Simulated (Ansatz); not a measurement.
Correlation energies of C2H9BSi, SMILES `BC(C)[SiH3]` by basis set

```
atom   x (Å)   y (Å)   z (Å)
  B1  -1.098   1.104   0.432
  C2   0.216   0.515  -0.081
  C3   1.242   0.009   0.932
 Si4  -0.451  -0.950  -1.113
  H5  -1.796   1.758  -0.290
  H6  -1.489   0.846   1.536
  H7   0.672   1.127  -0.871
  H8   1.688   0.843   1.480
  H9   2.056  -0.548   0.461
 H10   0.773  -0.646   1.670
 H11  -1.165  -0.477  -2.326
 H12  -1.369  -1.808  -0.316
 H13   0.722  -1.771  -1.514
```

Charge 0, multiplicity 1. All single points use the PBE0-D4/def2-TZVP geometry. Frozen core, restricted reference, Ansatz 0.2.0. CBS rows extrapolate triple and quadruple zeta; past MP2 they add the triple-zeta difference.

```tsv
basis	HF (Eh)	MP2 corr.	CCSD corr.	(T)	CCSD(T) total
def2-SVP	-394.40413	?	-0.54620	?	?
def2-TZVPP	?	?	-0.64860	-0.02396	?
def2-QZVPP	-394.63451	-0.62705	–	–	–
CBS(def2)	-394.63648	-0.65473	-0.71365	as TZ	-395.37409
```

Fill in the withheld values. (Estimate.)

The calculation gave: def2-SVP MP2 corr.: -0.48088; def2-SVP (T): -0.01558; def2-SVP CCSD(T) total: -394.96591; def2-TZVPP HF (Eh): -394.62025; def2-TZVPP MP2 corr.: -0.58968; def2-TZVPP CCSD(T) total: -395.29281.
